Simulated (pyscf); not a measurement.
H₂C=CH–O–O• (SMILES C=CO[O]), doublet

Gas-phase minimum from PySCF at ωB97X-D3(BJ)/def2-SVP, one conformer. H₂C=CH–O–O• lies 81.7 kcal/mol over its isomer •H₂C–C(=O)–OH, and others may lie lower still (electronic energy, ωB97M-D3(BJ)). 

```
C
C 1 1.3292
H 2 1.0913 1 119.30
H 2 1.0914 3 119.86 1 -180.00
O 1 1.3921 2 125.03 3 180.00
O 5 1.2980 1 115.15 2 -0.02
H 1 1.0924 2 126.26 3 0.00
```
Charge 0, spin multiplicity 2.

Properties at ωB97X-D3(BJ)/def2-SVP:

```
Item                                                                                                                                                                                                    Value
---------------------------------------------------------------------------------------------------------------------  --------------------------------------------------------------------------------------
Harmonic wavenumbers, unscaled                                                                                         195, 356, 643, 700, 925, 940, 987, 1093, 1269, 1331, 1392, 1718, 3207, 3264, 3321 cm⁻¹
Zero-point energy                                                                                                                                                                               30.5 kcal/mol
Rotational symmetry number                                                                                                                                                                                  1
Entropy of this conformer at 298 K and 1 atm, rigid rotor and harmonic oscillator, modes under 100 cm⁻¹ raised to 100                                                                         282.6 J/(mol K)
Dipole moment                                                                                                                                                                                          2.40 D
Spin expectation value S2                                                                                                                                                                               0.759
```

Single-point totals, which compare only within one level (frozen core for MP2 and CC):

```tsv
level	total energy (hartree)
ωB97X-D3(BJ)/def2-TZVP	-228.44703
PBE/def2-TZVP	-228.14524
r²SCAN/def2-TZVP	-228.27481
B3LYP-D3(BJ)/def2-TZVP	-228.40320
PBE0-D3(BJ)/def2-TZVP	-228.14101
M06-2X/def2-TZVP	-228.29107
ωB97M-D3(BJ)/def2-TZVP	-228.44311
UHF/def2-TZVPP	-227.14317
MP2/def2-TZVPP	-227.89087
CCSD/def2-TZVPP	-227.92526
CCSD(T)/def2-TZVPP	-227.95950
```

Soft torsions are taken as harmonic, which can shift the entropy by several J/(mol K). The CCSD(T) − MP2 part came from Ansatz, without density fitting, on the same reference.
